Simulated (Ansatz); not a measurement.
`B[SiH](F)OC` + `[OH][GeH3]` → `CO[SiH](F)[O][GeH3]` + BH₃ at 700 K and 1 bar (cleavage of the Si–B bond).

Computed with Ansatz on PBE0-D4/def2-TZVP structures; ΔE is electronic, products minus reactants. CCSD(T)/CBS is the MP2 limit (def2-TZVPP, def2-QZVPP) plus CCSD(T) − MP2 in def2-TZVPP, frozen cores. This one scheme is used for every species. For Ge outer-core shells are correlated without core-valence functions, which leaves a few kJ/mol of doubt a bond. Scalar relativity is left out up to krypton. One conformer a species, not always the lowest.

```csv
species,CCSD(T)/CBS energy (Eh),H − E (kJ/mol),S (J/(mol·K))
`B[SiH](F)OC`,-530.56175,278.0,487.3
`[OH][GeH3]`,-2153.69723,141.7,338.7
`CO[SiH](F)[O][GeH3]`,-2657.77092,319.3,577.1
BH₃,-26.55200,96.5,225.0
```

H − E and S are ideal-gas, rigid-rotor, harmonic terms from PBE0-D4/def2-TZVP, for one conformer and one mirror image of each species. 1 Eh = 2625.50 kJ/mol, R = 8.31446 J/(mol·K).

Q: By hand: ΔE, ΔH, ΔS and ΔG.

A: ΔE = (-2657.77092) + (-26.55200) − (-530.56175) − (-2153.69723) = -0.06394 Eh = -167.9 kJ/mol. Δ(H − E) = 319.3 + 96.5 − 278.0 − 141.7 = -3.9, so ΔH = -171.8 kJ/mol. ΔS = 577.1 + 225.0 − 487.3 − 338.7 = -23.9 J/(mol·K). ΔG = -171.8 − 700 × (-23.9)/1000 = -155.1 kJ/mol.

Q: By hand: the equilibrium constant, and the temperature at which ΔG would vanish if ΔH and ΔS stayed fixed.

A: log₁₀ K = −ΔG/(RT ln 10) = 11.6. ΔG = 0 at ΔH/ΔS = 7188 K, far beyond where these terms or the molecules hold.

ΔH outweighs TΔS. A doubt of 5 kJ/mol in ΔE shifts log₁₀ K by 0.4 here. Other conformers and mirror images would add mixing entropy, several J/(mol·K) or more a flexible species. Modes under 60 cm⁻¹, often nearly free rotors, make the harmonic entropy too high. These are equilibria of isolated gas molecules and say nothing of rates. Largest T1 diagnostic: 0.012 (customary marks: 0.02 for closed shells, 0.045 for open ones).
